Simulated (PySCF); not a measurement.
# UHF on Nb⁺ (niobium, charge +1)

Configuration: [Kr] 4d3 5p1, one real determinant (an excited configuration). Computed with PySCF 2.14 in aug-cc-pVTZ-DK (9s8p6d3f2g, 102 functions), with scalar relativity by spin-free X2C-1e.

```
Total energy                                                  : -3816.767621 hartree
One-electron energy                                           : -5254.6668 hartree
Hartree (Coulomb) energy                                      : 1555.5347 hartree
Exchange energy                                               : -117.6355 hartree
⟨S²⟩                                                          : 6.0047
⟨L²⟩                                                          : 14.060
Sum of ⟨r⟩                                                    : 29.00 bohr
Sum of ⟨r²⟩                                                   : 51.31 bohr²
Traceless quadrupole moment −½Σ⟨3z² − r²⟩ along its main axis : -7.67 e·bohr²
Langevin diamagnetic susceptibility                           : -40.6 ×10⁻⁶ cm³/mol
```

```json
{"shell": "1s β", "electrons": "1", "mean orbital energy (hartree)": "-701.76724", "spread (hartree)": "0", "rms radius, mean of both spins (bohr)": "0.0415"}
{"shell": "1s α", "electrons": "1", "mean orbital energy (hartree)": "-701.76681", "spread (hartree)": "0", "rms radius, mean of both spins (bohr)": "0.0415"}
{"shell": "2s α", "electrons": "1", "mean orbital energy (hartree)": "-101.22665", "spread (hartree)": "0", "rms radius, mean of both spins (bohr)": "0.171"}
{"shell": "2s β", "electrons": "1", "mean orbital energy (hartree)": "-101.20817", "spread (hartree)": "0", "rms radius, mean of both spins (bohr)": "0.171"}
{"shell": "2p α", "electrons": "3", "mean orbital energy (hartree)": "-90.22920", "spread (hartree)": "0.00077", "rms radius, mean of both spins (bohr)": "0.152"}
{"shell": "2p β", "electrons": "3", "mean orbital energy (hartree)": "-90.21069", "spread (hartree)": "0.00128", "rms radius, mean of both spins (bohr)": "0.152"}
{"shell": "3s α", "electrons": "1", "mean orbital energy (hartree)": "-18.39867", "spread (hartree)": "0", "rms radius, mean of both spins (bohr)": "0.471"}
{"shell": "3s β", "electrons": "1", "mean orbital energy (hartree)": "-18.38816", "spread (hartree)": "0", "rms radius, mean of both spins (bohr)": "0.471"}
{"shell": "3p α", "electrons": "3", "mean orbital energy (hartree)": "-14.69723", "spread (hartree)": "0.00060", "rms radius, mean of both spins (bohr)": "0.478"}
{"shell": "3p β", "electrons": "3", "mean orbital energy (hartree)": "-14.68375", "spread (hartree)": "0.00331", "rms radius, mean of both spins (bohr)": "0.478"}
{"shell": "3d α", "electrons": "5", "mean orbital energy (hartree)": "-8.63795", "spread (hartree)": "0.03150", "rms radius, mean of both spins (bohr)": "0.473"}
{"shell": "3d β", "electrons": "5", "mean orbital energy (hartree)": "-8.60837", "spread (hartree)": "0.00927", "rms radius, mean of both spins (bohr)": "0.473"}
{"shell": "4s α", "electrons": "1", "mean orbital energy (hartree)": "-3.12870", "spread (hartree)": "0", "rms radius, mean of both spins (bohr)": "1.24"}
{"shell": "4s β", "electrons": "1", "mean orbital energy (hartree)": "-2.99524", "spread (hartree)": "0", "rms radius, mean of both spins (bohr)": "1.24"}
{"shell": "4p α", "electrons": "3", "mean orbital energy (hartree)": "-2.07563", "spread (hartree)": "0.00095", "rms radius, mean of both spins (bohr)": "1.39"}
{"shell": "4p β", "electrons": "3", "mean orbital energy (hartree)": "-1.89123", "spread (hartree)": "0.01073", "rms radius, mean of both spins (bohr)": "1.39"}
{"shell": "4d α", "electrons": "3", "mean orbital energy (hartree)": "-0.68504", "spread (hartree)": "0.00600", "rms radius, mean of both spins (bohr)": "2.05"}
{"shell": "5p α", "electrons": "1", "mean orbital energy (hartree)": "-0.33885", "spread (hartree)": "0", "rms radius, mean of both spins (bohr)": "4.46"}
```

⟨L²⟩ = 14.06 against 20 for a pure G term, so this real determinant mixes terms.

Densities and radii are taken from the X2C orbitals without a picture-change correction, which distorts them close to the nucleus.

Spin-orbit constants ζ (cm⁻¹) from the X2C one-electron operator on these orbitals: bare nucleus, nucleus screened by l(l+1)(2l+1)/3 electrons, and screened by the Breit-Pauli mean field of the electrons.

```csv
shell,bare,screened nucleus,mean field
2p,523300,497800,n/a
3p,85660,81480,n/a
3d,11920,9011,n/a
4p,10770,10250,n/a
4d,772.2,583.8,n/a
5p,789.2,750.7,n/a
```

To first order the Landé constant is A = 156.4 cm⁻¹, so the lowest level has J = 2 and lies 0.194 eV below the centre of the term. This holds in LS coupling only.
